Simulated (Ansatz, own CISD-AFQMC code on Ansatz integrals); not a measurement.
C2H5N, SMILES `C=NC` (charge 0, multiplicity 1).

Cartesian coordinates (Å):
```xyz
8

C      1.2533    -0.3514    -0.0941
N      0.2536     0.0667    -0.7349
C     -0.9798     0.2909    -0.0106
H      1.2370    -0.5544     0.9856
H      2.1907    -0.5269    -0.6183
H     -1.7678    -0.3210    -0.4547
H     -1.2792     1.3338    -0.1350
H     -0.9077     0.0624     1.0619
```
Charge 0, multiplicity 1.

Frozen-core energies in cc-pVDZ from Ansatz (a program for electronic structure) at a geometry from B3LYP-D3(BJ)/def2-TZVP; the HF reference has <S^2> = 0.00 and the T1 diagnostic is 0.011.

```csv
level,energy (Ha)
HF,-133.07276
MP2,-133.51588
CCSD,-133.55184
CCSD(T),-133.56739
```

Problem. Estimate the energies of CCSDT, phaseless AFQMC, CISD trial (own CISD-AFQMC code on Ansatz integrals; ±0.40 mHa) and CCSDT(Q), and give each level's difference from CCSDT(Q).

Solution. 
```tsv
level	energy (Ha)	difference from CCSDT(Q) (mHa)
MP2	-133.51588	53.37
CCSD	-133.55184	17.41
CCSD(T)	-133.56739	1.85
CCSDT	-133.56802	1.23
phaseless AFQMC, CISD trial (own CISD-AFQMC code on Ansatz integrals; ±0.40 mHa)	-133.56821	1.04
CCSDT(Q)	-133.56924	0.00
```
